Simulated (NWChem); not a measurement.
System: C4H9Si, doublet; SMILES [Si](C)(C)C=C

NWChem input:

```
start job
memory heap 200 mb stack 900 mb global 1100 mb
geometry units angstroms noautoz
  C      0.028426    -2.351300     0.173910
  C      0.739809    -1.235187    -0.077469
  Si     0.033479     0.443294    -0.458746
  C      1.122265     1.838008     0.233684
  C     -1.776154     0.616209     0.092025
  H     -1.058952    -2.345919     0.227021
  H      0.501048    -3.318437     0.340109
  H      1.827034    -1.338237    -0.126231
  H      0.788694     2.815850    -0.130734
  H      1.088553     1.859599     1.331458
  H      2.167582     1.708831    -0.068161
  H     -1.867803     0.534399     1.183504
  H     -2.408997    -0.156237    -0.358197
  H     -2.179673     1.589878    -0.207256
end
basis spherical
  * library 6-31g*
end
dft
  odft
  mult 2
  xc xpbe96 cpbe96
  iterations 200
  convergence nolevelshifting
end
task dft gradient
```

NWChem printed, in part:

```
             Northwest Computational Chemistry Package (NWChem) 7.3.0
             --------------------------------------------------------

 C1  symmetry detected

                             Geometry "geometry" -> ""
                             -------------------------

 Output coordinates in angstroms (scale by  1.889725989 to convert to a.u.)

  No.       Tag          Charge          X              Y              Z
 ---- ---------------- ---------- -------------- -------------- --------------
    1 C                    6.0000     0.09799308    -2.36890773     0.16947581
    2 C                    6.0000     0.77556220    -1.22837719    -0.06516344
    3 Si                  14.0000     0.01913667     0.43497750    -0.41536950
    4 C                    6.0000     1.06942369     1.84895627     0.29716303
    5 C                    6.0000    -1.79265370     0.54556369     0.14427881
    6 H                    1.0000    -0.98886877    -2.39620626     0.22628036
    7 H                    1.0000     0.59924745    -3.32450292     0.31756201
    8 H                    1.0000     1.86513582    -1.29877017    -0.11928734
    9 H                    1.0000     0.70609144     2.82267857    -0.04939092
   10 H                    1.0000     1.03928668     1.85091422     1.39525153
   11 H                    1.0000     2.11690334     1.75552289    -0.01031268
   12 H                    1.0000    -1.87771142     0.44259355     1.23449950
   13 H                    1.0000    -2.40441627    -0.23729084    -0.31696761
   14 H                    1.0000    -2.22553338     1.51196562    -0.13698707

 Effective nuclear repulsion energy (a.u.)     209.8756291914

  pbe96 is a nonlocal functional; adding pw91lda local functional.

                                 NWChem DFT Module
                                 -----------------

 Summary of "ao basis" -> "ao basis" (spherical)
 ------------------------------------------------------------------------------
       Tag                 Description            Shells   Functions and Types
 ---------------- ------------------------------  ------  ---------------------
 C                           6-31g*                  6       14   3s2p1d
 Si                          6-31g*                  8       18   4s3p1d
 H                           6-31g*                  2        2   2s

            General Information
            -------------------
          SCF calculation type: DFT
          Wavefunction type:  spin polarized.
          No. of atoms     :    14
          No. of electrons :    47
           Alpha electrons :    24
            Beta electrons :    23
          Charge           :     0
          Spin multiplicity:     2
          Use of symmetry is: off; symmetry adaption is: off
          Maximum number of iterations: 200
          AO basis - number of functions:    92
                     number of shells:    50
          Convergence on energy requested:  1.00D-06
          Convergence on density requested:  1.00D-05
          Convergence on gradient requested:  5.00D-04

              XC Information
              --------------
          PerdewBurkeErnzerhof Exchange Functional  1.000
            Perdew 1991 LDA Correlation Functional  1.000 local
           PerdewBurkeErnz. Correlation Functional  1.000 non-local

             Grid Information
             ----------------
          Grid used for XC integration:  medium
          Radial quadrature: Mura-Knowles
          Angular quadrature: Lebedev.
          Tag              B.-S. Rad. Rad. Pts. Rad. Cut. Ang. Pts.
          ---              ---------- --------- --------- ---------
          C                   0.70       49          12.0       434
          Si                  1.10       88          10.0       590
          H                   0.35       45          13.0       434
          Grid pruning is: on
          Number of quadrature shells:   689
          Spatial weights used:  Erf1

      Superposition of Atomic Density Guess
      -------------------------------------

 Sum of atomic energies:        -443.94241697

      Non-variational initial energy
      ------------------------------

 Total energy =    -446.746890
 1-e energy   =   -1023.480399
 2-e energy   =     366.857879
 HOMO         =      -0.115056
 LUMO         =       0.016010

[...]

                         DFT ENERGY GRADIENTS

    atom               coordinates                        gradient
                 x          y          z           x          y          z
   1 C       0.185180  -4.476587   0.320263    0.002289   0.003402  -0.000726
   2 C       1.465600  -2.321296  -0.123141   -0.000338  -0.007183   0.001774
   3 Si      0.036163   0.821988  -0.784935   -0.000195   0.000146  -0.000659
   4 C       2.020918   3.494021   0.561557    0.001783   0.002167   0.001698
   5 C      -3.387624   1.030966   0.272647   -0.003041   0.000120   0.001420
   6 H      -1.868691  -4.528173   0.427608    0.005782   0.000066  -0.000254
   7 H       1.132413  -6.282400   0.600105   -0.002615   0.004877  -0.000825
   8 H       3.524596  -2.454320  -0.225420   -0.005450  -0.000078   0.000359
   9 H       1.334319   5.334089  -0.093335    0.001662  -0.004276   0.001629
  10 H       1.963967   3.497721   2.636643    0.000386   0.000341  -0.004682
  11 H       4.000367   3.317457  -0.019488   -0.004580   0.000579   0.001470
  12 H      -3.548360   0.836381   2.332866   -0.000097   0.000524  -0.004715
  13 H      -4.543688  -0.448415  -0.598982    0.002599   0.003590   0.002167
  14 H      -4.205648   2.857201  -0.258868    0.001815  -0.004276   0.001344
```

Level: PBE/6-31G* (spherical d), spin-unrestricted. The geometry was optimised at B3LYP/6-31G* (spherical d), spin-unrestricted. No stability test was run on the SCF state.
